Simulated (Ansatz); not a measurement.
Harmonic frequencies (cm⁻¹) at PBE0-D4/def2-TZVP from Ansatz: 143, 161, 176, 226, 242, 273, 490, 634, 678, 728, 776, 921, 935, 946, 978, 1046, 1085, 1154, 1279, 1405, 1483, 1494, 2197, 2227, 2239, 2439, 3040, 3088, 3112, 3119.

Each molecule was computed in one conformer, which needn't be the lowest.

Task: Which molecule is it?
A. `CC([SiH3])[SeH]`
B. `CC[Se][SiH3]`
C. `C[Se]C[SiH3]`
D. `C[SiH](C)[SeH]`

Result: A.
